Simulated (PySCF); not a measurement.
PySCF input (BP86/6-31G* with LANL2DZ past Ar (5d)):

```python
from pyscf import gto, dft

mol = gto.M(
    atom='''
    C    -1.41252900   -0.46030700    0.06426300
    Br    0.35005100    0.11407200   -0.01592600
    H    -1.88850600   -0.48301100    1.02928300
    H    -1.88809400   -0.74768500   -0.85746700
    ''',
    basis={'default': '6-31g*', 'Br': 'lanl2dz'},
    ecp={'Br': 'lanl2dz'},
    charge=0,
    spin=1,
    verbose=4,
)

mf = dft.UKS(mol, xc='bp86')
mf.grids.level = 3
mf.conv_tol = 1e-9
mf.max_cycle = 100
mf.max_memory = 1500
mf.kernel()
if not mf.converged:
    mf = mf.newton()
    mf.kernel(mf.make_rdm1())
mo, _, stable, _ = mf.stability(return_status=True)
if not stable:
    mf.kernel(mf.make_rdm1(mo, mf.mo_occ))
    stable = mf.stability(return_status=True)[2]
mf.dip_moment()
```

From the output:

```
  HOMO = -0.173264142816  LUMO = -0.102952535329  gap/eV = 1.91328
cycle= 5 E= -52.4233595616484  delta_E= -0.00723  |g|= 0.014  |ddm|= 0.122
  alpha nocc = 8  HOMO = -0.17655763951003  LUMO = -0.00129247626460938
  beta  nocc = 7  HOMO = -0.259070856297196  LUMO = -0.102437980886148
  HOMO = -0.17655763951  LUMO = -0.102437980886  gap/eV = 2.01690
cycle= 6 E= -52.4235221113601  delta_E= -0.000163  |g|= 0.00202  |ddm|= 0.0259
  alpha nocc = 8  HOMO = -0.176508136891595  LUMO = -0.000885437833471059
  beta  nocc = 7  HOMO = -0.25862416847519  LUMO = -0.101558817535718
  HOMO = -0.176508136892  LUMO = -0.101558817536  gap/eV = 2.03947
cycle= 7 E= -52.4235267843074  delta_E= -4.67e-06  |g|= 0.000372  |ddm|= 0.00518
  alpha nocc = 8  HOMO = -0.176572508177934  LUMO = -0.000884281239599716
  beta  nocc = 7  HOMO = -0.2586194734562  LUMO = -0.101600400428179
  HOMO = -0.176572508178  LUMO = -0.101600400428  gap/eV = 2.04009
cycle= 8 E= -52.4235269059232  delta_E= -1.22e-07  |g|= 0.000108  |ddm|= 0.000891
  alpha nocc = 8  HOMO = -0.176566805890349  LUMO = -0.00087065738976122
  beta  nocc = 7  HOMO = -0.258629473039026  LUMO = -0.101584287394594
  HOMO = -0.17656680589  LUMO = -0.101584287395  gap/eV = 2.04038
cycle= 9 E= -52.423526916922  delta_E= -1.1e-08  |g|= 1.72e-05  |ddm|= 0.000196
  alpha nocc = 8  HOMO = -0.176566928156952  LUMO = -0.000869154237214786
  beta  nocc = 7  HOMO = -0.258628274957392  LUMO = -0.101578785964296
  HOMO = -0.176566928157  LUMO = -0.101578785964  gap/eV = 2.04053
cycle= 10 E= -52.4235269171724  delta_E= -2.5e-10  |g|= 1.99e-06  |ddm|= 3.26e-05
  alpha nocc = 8  HOMO = -0.176567211874307  LUMO = -0.000869084810108944
  beta  nocc = 7  HOMO = -0.258628311458292  LUMO = -0.101578280986061
  HOMO = -0.176567211874  LUMO = -0.101578280986  gap/eV = 2.04055
Extra cycle  E= -52.4235269171759  delta_E= -3.44e-12  |g|= 1.1e-06  |ddm|= 5.74e-06
converged SCF energy = -52.4235269171759  <S^2> = 0.75316949  2S+1 = 2.003167
uhf_internal: lowest eigs of H = [0.31166539 0.31909627 0.39757344]
<class 'pyscf.dft.uks.UKS'> wavefunction is stable in the internal stability analysis
Dipole moment(X, Y, Z, Debye): -0.91559, -0.29837,  0.04165
```

The geometry given is a B3LYP-D3(BJ)/def2-TZVP minimum.
